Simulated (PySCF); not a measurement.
Compound: C3H7NSi.
SMILES with atom numbers: `[CH2:1]=[CH:2]/[CH:3]=[N:4]/[SiH3:5]` (hydrogens: H6, H7 on C1; H8 on C2; H9 on C3; H10, H11, H12 on Si5)

Structure used (PBE0-D3(BJ)/def2-SVP), in Å, numbered top down from 1:
```
atom  x, y, z in Å
C1    -2.4634    0.8397    0.4487
C2    -1.6151   -0.0681   -0.0498
C3    -0.1636    0.0812    0.0505
N4     0.6461   -0.7771   -0.4210
Si5    2.3884   -0.6617   -0.3493
H6    -3.5466    0.7211    0.3694
H7    -2.0949    1.7376    0.9563
H8    -1.9679   -0.9700   -0.5599
H9     0.1687    1.0082    0.5735
H10    2.9160   -1.8712    0.3467
H11    2.8583    0.5692    0.3754
H12    2.9177   -0.6393   -1.7442
```

The closed-shell ground state was solved at several levels (PySCF, density fitting, gas phase, non-relativistic).

```json
{"level": "BP86/pcSseg-2", "basis functions": "285", "total energy (Eh)": "-462.8566", "HOMO (eV)": "-5.94", "LUMO (eV)": "-2.80", "gap (eV)": "3.14", "dipole (D)": "1.95"}
{"level": "OPBE/pcSseg-2", "basis functions": "285", "total energy (Eh)": "-462.6958", "HOMO (eV)": "-5.79", "LUMO (eV)": "-2.65", "gap (eV)": "3.14", "dipole (D)": "1.94"}
{"level": "KT2/pcSseg-2", "basis functions": "285", "total energy (Eh)": "-468.3355", "HOMO (eV)": "-5.98", "LUMO (eV)": "-2.66", "gap (eV)": "3.32", "dipole (D)": "1.93"}
{"level": "KT3/pcSseg-2", "basis functions": "285", "total energy (Eh)": "-467.8821", "HOMO (eV)": "-5.98", "LUMO (eV)": "-2.64", "gap (eV)": "3.34", "dipole (D)": "1.94"}
{"level": "B3LYP/pcSseg-2", "basis functions": "285", "total energy (Eh)": "-462.8603", "HOMO (eV)": "-7.01", "LUMO (eV)": "-1.95", "gap (eV)": "5.06", "dipole (D)": "2.02"}
{"level": "HF/pcSseg-2", "basis functions": "285", "total energy (Eh)": "-461.1103", "HOMO (eV)": "-10.04", "LUMO (eV)": "2.11", "gap (eV)": "12.15", "dipole (D)": "2.34"}
{"level": "B97-D/pcSseg-2", "basis functions": "285", "total energy (Eh)": "-462.6929", "HOMO (eV)": "-5.84", "LUMO (eV)": "-2.61", "gap (eV)": "3.23", "dipole (D)": "1.97"}
{"level": "BLYP/pcSseg-2", "basis functions": "285", "total energy (Eh)": "-462.7603", "HOMO (eV)": "-5.73", "LUMO (eV)": "-2.56", "gap (eV)": "3.17", "dipole (D)": "1.94"}
{"level": "LDA/pcSseg-2", "basis functions": "285", "total energy (Eh)": "-460.1108", "HOMO (eV)": "-5.95", "LUMO (eV)": "-2.95", "gap (eV)": "3.00", "dipole (D)": "1.89"}
```

(1) Estimate the row for PBE/pcSseg-2, a basis of 285 functions; the other rows only guide the guess.

(2) Over all these levels, which gives the widest orbital gap and which the narrowest?

(3) In the pcSseg-2 basis, how does the gap go with the fixed share of exact exchange?

(4) How far do the dipole and the HOMO energy spread over the levels?

Answers

(1) Total energy -462.4494 Eh, HOMO -5.84 eV, LUMO -2.72 eV, gap 3.12 eV, dipole 1.92 D.

(2) HF/pcSseg-2 (Hartree–Fock, all exact exchange) has the widest, 12.15 eV, and LDA/pcSseg-2 (LDA) the narrowest, 3.00 eV. From the narrowest to the widest the HOMO moves by -4.09 eV and the LUMO by +5.06 eV.

(3) LDA (0 %) 3.00 eV; PBE (0 %) 3.12 eV; OPBE (0 %) 3.14 eV; BP86 (0 %) 3.14 eV; BLYP (0 %) 3.17 eV; B97-D (0 %) 3.23 eV; KT2 (0 %) 3.32 eV; KT3 (0 %) 3.34 eV; B3LYP (20 %) 5.06 eV; HF (100 %) 12.15 eV. Each rise in the share widens the gap here.

(4) The dipole runs from 1.89 to 2.34 D (mean 1.98 D) and the HOMO from -10.04 to -5.73 eV.

One conformer stands for the species.

B97-D is run here without its empirical dispersion term; that term would change no orbital, density or response property at a fixed geometry.
